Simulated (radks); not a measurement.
Results of a calculation; reference values are marked as such.
Species: Yb I. Configuration: [Kr] 4d10 4f14 5p6 6s2 5d2 (not the ground configuration).

Code: a radial shooting solver on a logarithmic mesh with Libxc functionals. Model: scalar-relativistic Kohn-Sham, PW91, spin-polarised, spherical densities, finite nucleus; open shells are filled with parallel spins first (spin-orbit coupling, left out, can overturn this in heavy ions); Fermi nuclear charge, rms radius 5.3108 fm.

Energy parts (hartree):
total: -14055.4855
kinetic: 15312.4686
electron-nucleus: -34576.2918
Hartree: 5502.2047
exchange-correlation: -293.8670

Orbitals (lengths in bohr, moments of r in powers of bohr):
1s down: occ. 1; eigenvalue (hartree) -2250.606; <r^2> 0.0005300
1s up: occ. 1; eigenvalue (hartree) -2250.606; <r^2> 0.0005300
2s up: occ. 1; eigenvalue (hartree) -381.5816; <r^2> 0.008210
2s down: occ. 1; eigenvalue (hartree) -381.5796; <r^2> 0.008210
2p up: occ. 3; eigenvalue (hartree) -336.4131; <r^2> 0.006713
2p down: occ. 3; eigenvalue (hartree) -336.4115; <r^2> 0.006713
3s down: occ. 1; eigenvalue (hartree) -86.21412; <r^2> 0.05368
3s up: occ. 1; eigenvalue (hartree) -86.21400; <r^2> 0.05368
3p down: occ. 3; eigenvalue (hartree) -72.59270; <r^2> 0.05419
3p up: occ. 3; eigenvalue (hartree) -72.59267; <r^2> 0.05419
3d up: occ. 5; eigenvalue (hartree) -55.99044; <r^2> 0.04508
3d down: occ. 5; eigenvalue (hartree) -55.98965; <r^2> 0.04508
4s up: occ. 1; eigenvalue (hartree) -17.19670; <r^2> 0.2692
4s down: occ. 1; eigenvalue (hartree) -17.19605; <r^2> 0.2692
4p up: occ. 3; eigenvalue (hartree) -12.72832; <r^2> 0.3061
4p down: occ. 3; eigenvalue (hartree) -12.72774; <r^2> 0.3061
4d up: occ. 5; eigenvalue (hartree) -6.84060; <r^2> 0.3649
4d down: occ. 5; eigenvalue (hartree) -6.83959; <r^2> 0.3647
5s up: occ. 0; eigenvalue (hartree) -2.28699; <r^2> 1.595
5s down: occ. 0; eigenvalue (hartree) -2.26388; <r^2> 1.582
5p up: occ. 3; eigenvalue (hartree) -1.24239; <r^2> 2.247
5p down: occ. 3; eigenvalue (hartree) -1.21007; <r^2> 2.222
4f up: occ. 7; eigenvalue (hartree) -0.40103; <r^2> 0.7589
4f down: occ. 7; eigenvalue (hartree) -0.39430; <r^2> 0.7392
6s up: occ. 1; eigenvalue (hartree) -0.19399; <r^2> 13.84
6s down: occ. 1; eigenvalue (hartree) -0.16404; <r^2> 15.06
5d up: occ. 2; eigenvalue (hartree) -0.12655; <r^2> 7.561
5d down: occ. 0; eigenvalue (hartree) -0.08677; <r^2> 8.580
6p up: occ. 0; eigenvalue (hartree) -0.05764; <r^2> 30.27
6p down: occ. 0; eigenvalue (hartree) -0.04257; <r^2> 35.70

The highest occupied level is 5d up at -3.444 eV. The configuration is held as typed, so some empty levels lie below it. The electron density at the nucleus is 1.084e+06 e/bohr^3 (large components only). The density falls to 0.001 e/bohr^3 at r = 5.02 bohr. The spin density at the nucleus is 5.793 e/bohr^3 (1s 0.026, 2s -0.289, 3s 0.187, 4s 0.262, 6s 5.606). Spin moment in Bohr magnetons: 2.
